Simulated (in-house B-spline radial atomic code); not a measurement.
# Functionals against ionisation energies along an isoelectronic series: Kr to Mo⁶⁺

Ionisation energies as differences of self-consistent total energies from an all-electron radial atomic-structure program (B-spline basis): all electrons, radial basis limit, scalar-relativistic (one-electron X2C), spin-polarised at highest spin, spherical densities; exact exchange is averaged over the determinants of each configuration. No spin-orbit coupling, Breit or QED terms. NIST's values run from ground level to ground level, so in open shells the differences also hold multiplet and fine-structure energies that spherical high-spin averages miss. Columns give computed minus NIST, in eV; a star marks a semi-empirical value. Species are left out where the tabulated value is theory, is uncertain by more than 0.12 eV, or (13 ions, such as In⁴⁺, Te⁴⁺ and Bi⁴⁺) lies off its series for all methods alike, which flatters the means a little.

```csv
species,shell,NIST (eV),LDA VWN5,BLYP,TPSSh,r2SCAN0,B97-1
Kr,4p,14.00,+0.25,-0.08,+0.20,+0.36,+0.05
Rb⁺,4p,27.29,+0.26,-0.09,+0.25,+0.45,+0.10
Sr²⁺,4p,42.88,?,?,?,?,?
Zr⁴⁺,4p,80.35 ± 0.007*,+0.48,+0.09,+0.54,+0.84,+0.38
Nb⁵⁺,4p,102.07 ± 0.006*,+0.59,+0.19,+0.67,+1.00,+0.51
Mo⁶⁺,4p,125.64 ± 0.03*,+0.79,+0.38,+0.89,+1.24,+0.72
```

Q: What are the differences for Sr²⁺ ([Ar] 3d10 4s2 4p6)?

A: LDA VWN5 +0.30; BLYP -0.07; TPSSh +0.32; r2SCAN0 +0.56; B97-1 +0.16 eV.

Q: How do the methods rank, and which species is hardest?

A: Mean absolute (signed) differences: BLYP 0.15 (+0.07) eV; B97-1 0.32 (+0.32) eV; LDA VWN5 0.44 (+0.44) eV; TPSSh 0.48 (+0.48) eV; r2SCAN0 0.74 (+0.74) eV. For Mo⁶⁺, which loses a 4p electron, the nearest method is off by +0.38 eV, the largest such miss.
